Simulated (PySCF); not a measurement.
# Checking a proposed structure

A compound C$_{6}$H$_{12}$N$_{2}$Si gives the data below (simulated from a calculation) and was assigned the structure `C=C[C@H]1CN([SiH3])N=C1C`.

¹³C{¹H} NMR (computed): δ 167.9 (CH), 87.2 (C), 84.4 (CH), 48.2 (C), 44.9 (CH3), 33.6 (CH3).

¹H NMR (300 MHz, computed): δ 7.71 (s, 1H), 4.70 (s, 3H), 4.07 (s, 3H), 2.16 (s, 1H), 1.61 (s, 3H), -0.05 (br s, 1H).

All values are calculated (PySCF 2.14): GFN2-xTB geometry, GIAO PBE0/pcSseg-1 shieldings. Equivalent nuclei averaged, no relativistic terms, in vacuum, one conformer.

References, each an isolated molecule treated in the same way: ¹H, ¹³C vs TMS.

(1) Compare with the shifts computed for the proposed structure, pairing carbons in order of shift.

(2) Which isomer fits?

Results:

(1) Mapped SMILES: `[CH2:1]=[CH:2][C@H:3]1[CH2:4][N:5]([SiH3:6])[N:7]=[C:8]1[CH3:9]` (H(Xn): hydrogen on atom n).

```
atom  computed for proposal  given list  difference
  C2                  148.5       167.9       -19.4
  C8                  145.7        87.2       +58.5
  C1                  121.4        84.4       +37.0
  C3                   60.1        48.2       +11.9
  C4                   57.0        44.9       +12.1
  C9                   15.9        33.6       -17.7
```

The rms difference is 31.0 ppm and the largest +58.5 ppm at C8 (C=N carbon). The carbon types in order of shift don't match either: CH, C, CH2, CH, CH2, CH3 for the proposal against CH, C, CH, C, CH3, CH3 in the data. The proposal doesn't fit.

(2) SMILES C#C[C@@](C)(/C=N\C)N[SiH3].

1. Carbon types of the structure: 2 × C, 2 × CH, 2 × CH3, leaving 4 H on heteroatoms.
2. δC 167.9: C=N carbon.
3. δC 87.2: alkyne carbon; the triple bond shields along its axis, which puts it between sp3 and sp2 carbons.
4. δC 84.4: terminal alkyne carbon; the triple bond shields along its axis, which puts it between sp3 and sp2 carbons.
5. δH 4.07: hydrogen on a methyl carbon bonded to N; its carbon carries N, an electronegative neighbour.

Other isomers checked: CN(C)[Si@H]1C[C@H](C#N)C1 (rms 35.0 ppm); Cc1ccn([SiH](C)C)n1 (rms 36.8 ppm).

This is the structure that produced the data.

OH and NH positions are those of a molecule without intermolecular hydrogen bonds; in solution they move with solvent, concentration and temperature, and exchange usually removes their couplings. Shifts are as computed. Against solution values, carbons near 30 ppm lie about +3 ppm off and those near 130 ppm about +5 ppm. Of 1211 compounds with measured shifts, 218 miss one by over three times the rms of a fit or turn the order of signals round; such compounds aren't used in these exercises. No couplings were computed; multiplicities are counted from neighbouring protons, with m where these are inequivalent, close in shift, in a saturated or five-membered ring or joined by F or P, and br s for small geminal =CH2 splittings.
